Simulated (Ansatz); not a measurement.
Reaction (isomerisation): `OCCC[SiH3]` → `CCCO[SiH3]`

Gas-phase electronic energies from Ansatz, PBE0-D4/def2-TZVP geometries. CCSD(T)/CBS adds triple-zeta CCSD(T) − MP2 to the extrapolated MP2 energy (def2 sets, frozen cores). Functionals use def2-TZVPP. B3LYP here is the variant with VWN-RPA as its local correlation; programs differ in this. Each species was taken in one conformer, which may not be the lowest.

| level | ΔE (kJ/mol) | difference from CCSD(T)/CBS |
| --- | --- | --- |
| PBE-D4 | -86.0 | 11.6 |
| PBE0-D4 | -89.4 | 8.2 |
| B3LYP-D4 | -100.6 | -3.0 |
| PBE | -89.1 | 8.5 |
| r2SCAN | -98.0 | -0.4 |
| PBE0 | -92.1 | 5.5 |
| HF/def2-TZVPP | -120.3 | -22.7 |
| MP2/def2-TZVPP | -99.5 | -1.9 |
| CCSD/def2-TZVPP | -100.4 | -2.8 |
| CCSD/CBS(def2) | -100.3 | -2.7 |
| CCSD(T)/CBS | -97.6 | 0 |

Largest T1 diagnostic among the species: 0.010.

In def2-TZVPP, CCSD(T) changes the Hartree–Fock value by +22.5 kJ/mol (the triples alone add +2.7 kJ/mol) and MP2 by +20.7 kJ/mol. The D4 term adds +5.1 kJ/mol with B3LYP and +2.8 kJ/mol with PBE0; it sums over pairs of atoms, weighted by their polarisabilities, and B3LYP, whose exchange is more repulsive, gets the larger term.
